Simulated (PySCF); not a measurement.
## Fine-structure interval along the 17-electron series

Calculated with PySCF 2.14 and a two-component X2C-1e Hamiltonian (Gaussian nucleus, no Breit or QED terms), each ion in its own even-tempered basis scaled to its charge; GMP2 freezes 1s2 and drops the highest virtual spinors. Values in cm⁻¹.

| ion | configuration | GHF (screened spin-orbit) | GMP2 (screened spin-orbit) | GHF (bare spin-orbit) |
| --- | --- | --- | --- | --- |
| Nd(43+) | [Ne] 3s2 3p5 | 1051000 | 1052200 | 1089700 |
| Sm(45+) | [Ne] 3s2 3p5 | 1227200 | 1228300 | 1271100 |

(1) Fill in the row of Pm(44+).

## Answers

(1) configuration: [Ne] 3s2 3p5; GHF (screened spin-orbit): 1136600; GMP2 (screened spin-orbit): 1137700; GHF (bare spin-orbit): 1177800.
